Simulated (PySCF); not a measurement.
PySCF input (BP86/def2-SVP):

```python
from pyscf import gto, dft

mol = gto.M(
    atom='''
    C    -1.59398935   -0.83370354   -0.37739831
    C    -0.49357677    0.03545247    0.22280101
    C    -0.43300848    1.41495467   -0.41984486
    C     0.92145471   -0.64229115    0.12666913
    O     1.91351845    0.05959811    0.64735560
    H    -2.59056419   -0.38824469   -0.27109940
    H    -1.61277672   -1.81976512    0.09913087
    H    -1.41502128   -0.99000838   -1.44735582
    H    -0.68524904    0.16559733    1.29663985
    H    -0.31333031    1.32081206   -1.50685646
    H     0.45001133    1.92484359   -0.02852270
    H    -1.33069180    2.01690359   -0.23010263
    H     0.75946903   -1.67348806    0.58478160
    H     1.02472484   -0.87990980   -0.98882185
    ''',
    basis='def2-svp',
    charge=-1,
    spin=0,
    verbose=4,
)

mf = dft.RKS(mol, xc='bp86')
mf.grids.level = 3
mf.conv_tol = 1e-9
mf.max_cycle = 100
mf.max_memory = 1500
mf.kernel()
if not mf.converged:
    mf = mf.newton()
    mf.kernel(mf.make_rdm1())
mf.dip_moment()
```

From the output:

```
  HOMO = 0.261733728623574  LUMO = 0.264626797958734  gap/eV = 0.07872
cycle= 2 E= -226.151613800775  delta_E= 6.41  |g|= 3.67  |ddm|=   37
  HOMO = 0.0161050750100244  LUMO = 0.224290784322431  gap/eV = 5.66502
cycle= 3 E= -232.728608604799  delta_E= -6.58  |g|= 0.664  |ddm|= 36.8
  HOMO = 0.0828681999969461  LUMO = 0.179762568282093  gap/eV = 2.63663
cycle= 4 E= -232.824845213691  delta_E= -0.0962  |g|= 0.389  |ddm|= 1.98
  HOMO = 0.0942301120959845  LUMO = 0.187608185338616  gap/eV = 2.54095
cycle= 5 E= -232.862078637045  delta_E= -0.0372  |g|= 0.0744  |ddm|= 0.513
  HOMO = 0.0918341051575924  LUMO = 0.189551833983937  gap/eV = 2.65903
cycle= 6 E= -232.863020715601  delta_E= -0.000942  |g|= 0.0465  |ddm|= 0.142
  HOMO = 0.0894533345960871  LUMO = 0.190362432480088  gap/eV = 2.74588
cycle= 7 E= -232.863511655317  delta_E= -0.000491  |g|= 0.00553  |ddm|= 0.0891
  HOMO = 0.0888165143057313  LUMO = 0.190046955515861  gap/eV = 2.75462
cycle= 8 E= -232.863518185421  delta_E= -6.53e-06  |g|= 0.00244  |ddm|= 0.0115
  HOMO = 0.0888544138494813  LUMO = 0.189992049890812  gap/eV = 2.75210
cycle= 9 E= -232.863519500589  delta_E= -1.32e-06  |g|= 0.000773  |ddm|= 0.00314
  HOMO = 0.0888915992438135  LUMO = 0.189967608271114  gap/eV = 2.75042
cycle= 10 E= -232.863519675385  delta_E= -1.75e-07  |g|= 0.000113  |ddm|= 0.00193
  HOMO = 0.0888911554559808  LUMO = 0.189968890982393  gap/eV = 2.75047
cycle= 11 E= -232.863519678794  delta_E= -3.41e-09  |g|= 1.76e-05  |ddm|= 0.00027
  HOMO = 0.0888894189942411  LUMO = 0.189969072433075  gap/eV = 2.75052
cycle= 12 E= -232.863519678876  delta_E= -8.18e-11  |g|= 5.8e-06  |ddm|= 5.5e-05
  HOMO = 0.0888883798811353  LUMO = 0.189969135934192  gap/eV = 2.75055
Extra cycle  E= -232.863519678867  delta_E= 8.58e-12  |g|= 8.2e-06  |ddm|= 3.44e-05
converged SCF energy = -232.863519678867

WARN: System has nonzero charge -1; the dipole moment is origin-dependent.
Location of origin: [0. 0. 0.]

Dipole moment(X, Y, Z, Debye): -5.24016,  0.50843, -1.34265
```

The dipole moment of an ion depends on the origin.

The geometry given is a B3LYP-D3(BJ)/def2-TZVP minimum.
